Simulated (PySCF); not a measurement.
# Ionisation of `CP(C(F)(F)F)C(F)(F)F` (C3H3F6P)

Parent: `CP(C(F)(F)F)C(F)(F)F` (C3H3F6P). Numbering: `[CH3:1][P:2]([C:3]([F:4])([F:5])[F:6])[C:7]([F:8])([F:9])[F:10]`

Energies: ωB97X-D3(BJ)/ma-def2-SVP (PySCF, density fitting, integration grid level 2) on PBE0-D3(BJ)/def2-SVP structures. The prefix ma- adds one diffuse s and one diffuse p function on all atoms but H. ωB97X-D3(BJ) is ωB97X-V with D3(BJ) in place of VV10. Thermal corrections: PBE0-D3(BJ)/def2-SVP frequencies, unscaled, ideal gas at 298.15 K and 1 bar, quasi-RRHO entropy.

Frontier levels of the parent: HOMO -10.91 eV, LUMO 1.31 eV.

Oxidation to the radical cation:
* Vertical ionisation energy (electronic): 10.85 eV
* Adiabatic ionisation energy (with zero-point energy): 10.04 eV
* Adiabatic, electronic part: 10.07 eV
* Vertical gap at the product's structure: 9.04 eV
* Inner reorganisation energy (four-point): 1805 meV
* Relaxation of product / of parent: 779 / 1026 meV
* ⟨S²⟩ of the product: 0.752
* Largest spin populations: P2 0.85
* Largest changes of atomic charge: P2 0.42
* Distances that move most (Å): C1–P2 1.839 → 1.785; C3–F6 1.337 → 1.310; C7–F9 1.337 → 1.311; P2–C3 1.893 → 1.918

Measured values (NIST Chemistry WebBook, evaluated or the median of agreeing entries): vertical ionisation energy 10.80 eV (computed 10.85, difference 0.05); adiabatic ionisation energy 10.20 eV (computed 10.04, difference -0.16).

Known limits: ma-def2-SVP is a small basis, whose errors can reach tens of kJ/mol.
